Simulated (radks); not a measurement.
Problem. Successive ionisation energies (eV) of one element, from differences of total energies of ions in their ground configurations, starting at charge 0: 11.672, 24.583, 47.127, 64.952, 391.38, 489.16. Method: scalar-relativistic Kohn-Sham, PBE, spin-polarised, spherical densities, point nucleus; open shells are filled with parallel spins first; computed with a radial shooting solver on a logarithmic mesh with Libxc functionals. Which element is it?

Solution. Carbon (Z = 6). The first species listed is C in [He] 2s2 2p2, the last C5+ in 1s1.
